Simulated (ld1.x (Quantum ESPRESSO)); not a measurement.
Ne (Z = 10), PAW: configuration errors across variants

```
Element                 : Ne
Generator               : ld1.x (Quantum ESPRESSO) 7.5
Type                    : PAW
Functional              : PBE
Relativity              : non-relativistic
Frozen core             : none
Valence charge          : 10
Reference configuration : 1s2 2s2 2p6
Partial waves           : 1s (bound): rcut 0.30, rcutus 0.35 bohr; 2s (bound): rcut 0.30, rcutus 0.35 bohr; 2p (bound): rcut 0.95, rcutus 1.05 bohr; 2p channel at -0.6 Ry: rcut 0.95, rcutus 1.05 bohr; 3d channel at 0.3 Ry: rcut 0.80, rcutus 0.90 bohr; 3d channel at 2.8 Ry: rcut 0.80, rcutus 0.90 bohr
Local potential         : all-electron potential smoothed inside 0.25 bohr (lloc = -1)
Core correction         : none
Augmentation charge     : PSQ, inside the norm-conserving radii
```

All-electron excitation energies from the reference (eV): (1) 1s2 2s2 2p5 22.491; (2) 1s2 2s2 2p4 65.772; (3) 1s2 2s2 2p3 133.210; (4) 1s2 2s2 2p2 227.835; (5) 1s1 2s2 2p6 878.940; (6) 1s2 2s2 2p5.5 8.875; (7) 1s2 2s1 2p6 45.749.

The overlap operator is not positive definite (basis up to 400 Ry) in “base”, “waves 3d channel at 0.3 Ry: rcut 0.80, rcutus 0.98 bohr; 3d channel at 2.8 Ry: rcut 0.80, rcutus 0.98 bohr”, “all radii scaled by about 1.09 (s 0.38, p 1.14, d 0.98 bohr, rcut 0.32/1.04/0.88); local potential all-electron potential smoothed inside 0.28 bohr (lloc = -1)”, “waves 1s (bound): rcut 0.30, rcutus 0.40 bohr; 2s (bound): rcut 0.30, rcutus 0.40 bohr”, “waves 2p (bound): rcut 0.94, rcutus 1.00 bohr; 2p channel at -0.6 Ry: rcut 0.94, rcutus 1.00 bohr”, “wave 3d channel at 0.3 Ry: rcut 0.80, rcutus 0.90 bohr becomes 3d channel at 4.11 Ry: rcut 0.80, rcutus 0.90 bohr”, “wave 3d channel at 0.3 Ry: rcut 0.80, rcutus 0.90 bohr becomes 3d channel at 0.31 Ry: rcut 0.80, rcutus 0.90 bohr”. Such files are unfit for use, however small their errors in these radial tests.

4 further variants failed, have other tests or another functional or relativity, and are left out.

Errors AE − PS in meV (a dash: test not solved or not reliable):

```csv
change,(1),(2),(3),(4),(5),(6),(7),bound ghosts
base,-0.9,-6.0,-19,-42,-409,-0.2,-0.2,not determined (overlap not positive)
"waves 3d channel at 0.3 Ry: rcut 0.80, rcutus 0.98 bohr; 3d channel at 2.8 Ry: rcut 0.80, rcutus 0.98 bohr",-0.9,-6.0,-19,-42,-409,-0.2,-0.2,not determined (overlap not positive)
"all radii scaled by about 1.09 (s 0.38, p 1.14, d 0.98 bohr, rcut 0.32/1.04/0.88); local potential all-electron potential smoothed inside 0.28 bohr (lloc = -1)",-1.5,-10,-31,-66,-614,-0.3,-0.6,not determined (overlap not positive)
"waves 1s (bound): rcut 0.30, rcutus 0.40 bohr; 2s (bound): rcut 0.30, rcutus 0.40 bohr",-0.8,-5.1,-15,-31,-359,-0.1,-0.2,not determined (overlap not positive)
"waves 2p (bound): rcut 0.94, rcutus 1.00 bohr; 2p channel at -0.6 Ry: rcut 0.94, rcutus 1.00 bohr",-1.1,-6.9,-22,-47,-330,-0.2,0.0,not determined (overlap not positive)
"wave 3d channel at 0.3 Ry: rcut 0.80, rcutus 0.90 bohr becomes 3d channel at 4.11 Ry: rcut 0.80, rcutus 0.90 bohr",-0.9,-6.0,-19,-42,-409,-0.2,-0.2,not determined (overlap not positive)
"wave 3d channel at 0.3 Ry: rcut 0.80, rcutus 0.90 bohr becomes 3d channel at 0.31 Ry: rcut 0.80, rcutus 0.90 bohr",-0.9,-6.0,-19,-42,-409,-0.2,-0.2,not determined (overlap not positive)
```

Task: Give the same row for: augmentation BESSEL, radius 0.25 bohr.

Result: -1.5, -11, -35, -79, -77, -0.2, +8.5; bound ghosts: not determined (overlap not positive). Its overlap operator is not positive definite in a basis up to 400 Ry (lowest eigenvalue d -65.07), so the file is unfit for use: the generalised eigenproblem breaks down once the basis is large enough, and its test numbers describe a broken file.
